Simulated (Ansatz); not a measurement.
# Worked example: C2H8N2 + CH6OSi → C2H9NSi + CH5NO

Species: C2H8N2 (ethylhydrazine) `CCNN`, singlet; CH6OSi `CO[SiH3]`, singlet; C2H9NSi `CCN[SiH3]`, singlet; CH5NO `CON`, singlet. The partners trade NH2 for SiH3: N–NH2 and O–SiH3 bonds give way to N–SiH3 and O–NH2.

Shapes, held fixed at every level: PBE0-D4/def2-TZVP. Flexible molecules stand in one conformer, not always the lowest. Programs: Ansatz 0.2.0. Electronic energies: no zero-point or thermal term.

At CCSD(T)/CBS estimate; 1 Eh = 2625.50 kJ/mol:

| species | energy (Eh) |
| --- | --- |
| C2H8N2 | -190.280238 |
| CH6OSi | -405.930014 |
| C2H9NSi | -425.313696 |
| CH5NO | -170.858982 |

Q: Work out ΔE of the reaction at this level.

A: 
1. Products less reactants: (-425.313696) + (-170.858982) − [(-190.280238) + (-405.930014)] = 0.037574 Eh = +98.7 kJ/mol.

Other levels give +89.2 (PBE-D4/def2-TZVPP) to +101.4 kJ/mol (MP2/def2-TZVPP). No measured value is set beside it here. The CBS estimate extrapolates MP2 from def2-TZVPP and def2-QZVPP and adds CCSD(T) − MP2 in the triple-zeta set, cores frozen.
